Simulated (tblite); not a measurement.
C8H9N.
Bonds: C1–C2 (double), C2–C3, C3–C4 (aromatic), C4–C5 (aromatic), C5–N6 (aromatic), N6–C7 (aromatic), C7–C8, C7–C9 (aromatic), C3–C9 (aromatic). Hydrogens: H10, H11 on C1; H12 on C2; H13 on C4; H14 on C5; H15, H16, H17 on C8; H18 on C9.

A start from a force field or distance geometry was refined with tblite 0.8.0, GFN2-xTB geometry optimisation, gas phase. Values at the start:

```csv
coordinate,start
C1=C2,1.347 Å
C1–H10,1.077 Å
C1–H11,1.080 Å
C2–C3,1.468 Å
C2–H12,1.085 Å
C3–C4,1.380 Å
C3–C9,1.401 Å
C4–C5,1.394 Å
C4–H13,1.081 Å
C5–N6,1.353 Å
C5–H14,1.085 Å
N6–C7,1.354 Å
C7–C8,1.495 Å
C7–C9,1.390 Å
C8–H15,1.097 Å
C9–H18,1.086 Å
C1–C2–C3,124.2°
C2–C3–C9,118.4°
C3–C4–C5,119.1°
C3–C9–C7,119.6°
C4–C3–C9,118.1°
C5–N6–C7,117.0°
N6–C7–C9,122.6°
C8–C7–C9,120.3°
C1–C2–C3–C4,32°
```

**Question.** How do these coordinates change at the GFN2-xTB level?

**Answer.** 
```json
{"coordinate": "C5–N6", "GFN2-xTB (Å or °)": "1.323", "change": "-0.030"}
{"coordinate": "N6–C7", "GFN2-xTB (Å or °)": "1.326", "change": "-0.028"}
{"coordinate": "C1=C2", "GFN2-xTB (Å or °)": "1.327", "change": "-0.020"}
{"coordinate": "C3–C4", "GFN2-xTB (Å or °)": "1.398", "change": "+0.018"}
{"coordinate": "C4–C5", "GFN2-xTB (Å or °)": "1.382", "change": "-0.012"}
{"coordinate": "C2–C3", "GFN2-xTB (Å or °)": "1.458", "change": "-0.010"}
{"coordinate": "C8–H15", "GFN2-xTB (Å or °)": "1.089", "change": "-0.008"}
{"coordinate": "C3–C9", "GFN2-xTB (Å or °)": "1.394", "change": "-0.007"}
{"coordinate": "C9–H18", "GFN2-xTB (Å or °)": "1.081", "change": "-0.005"}
{"coordinate": "C1–H11", "GFN2-xTB (Å or °)": "1.076", "change": "-0.004"}
{"coordinate": "C4–H13", "GFN2-xTB (Å or °)": "1.078", "change": "-0.003"}
{"coordinate": "C5–H14", "GFN2-xTB (Å or °)": "1.083", "change": "-0.002"}
{"coordinate": "C7–C8", "GFN2-xTB (Å or °)": "1.497", "change": "+0.002"}
{"coordinate": "C7–C9", "GFN2-xTB (Å or °)": "1.391", "change": "+0.001"}
{"coordinate": "C2–H12", "GFN2-xTB (Å or °)": "1.084", "change": "-0.001"}
{"coordinate": "C1–H10", "GFN2-xTB (Å or °)": "1.077", "change": "0.000"}
{"coordinate": "C1–C2–C3", "GFN2-xTB (Å or °)": "126.3", "change": "+2.1"}
{"coordinate": "C5–N6–C7", "GFN2-xTB (Å or °)": "118.4", "change": "+1.4"}
{"coordinate": "C4–C3–C9", "GFN2-xTB (Å or °)": "117.1", "change": "-1.0"}
{"coordinate": "C2–C3–C9", "GFN2-xTB (Å or °)": "119.4", "change": "+1.0"}
{"coordinate": "C8–C7–C9", "GFN2-xTB (Å or °)": "121.1", "change": "+0.8"}
{"coordinate": "N6–C7–C9", "GFN2-xTB (Å or °)": "122.0", "change": "-0.6"}
{"coordinate": "C3–C4–C5", "GFN2-xTB (Å or °)": "118.6", "change": "-0.5"}
{"coordinate": "C3–C9–C7", "GFN2-xTB (Å or °)": "120.0", "change": "+0.4"}
{"coordinate": "C1–C2–C3–C4", "GFN2-xTB (Å or °)": "7", "change": "-25"}
```

The energy falls by 0.103 eV over 78 L-BFGS steps, the largest force on an atom goes from 1.56 to 0.009 eV/Å, and the atoms move by 0.236 Å rms after alignment. The bond that changes most is C5–N6 (aromatic CH next to a ring nitrogen to pyridine-type nitrogen), which shortens by 0.030 Å. Bonds longer at the end by more than 0.005 Å: 1 of 18; shorter: 8. Among the dihedrals that turn most is H12–C2–C3–C4, from -147° to -174°. Rotational constants go from 3634, 1145, 886.0 to 3793, 1143, 883.8 MHz.

Time: 0.39 s. Hardware: one thread, Arm Neoverse V2 (aarch64) (shared host).

Its GFN2-xTB frequencies are all real (lowest 30 cm⁻¹). One conformer, not necessarily the lowest.

The numbers are calculated, not measured.
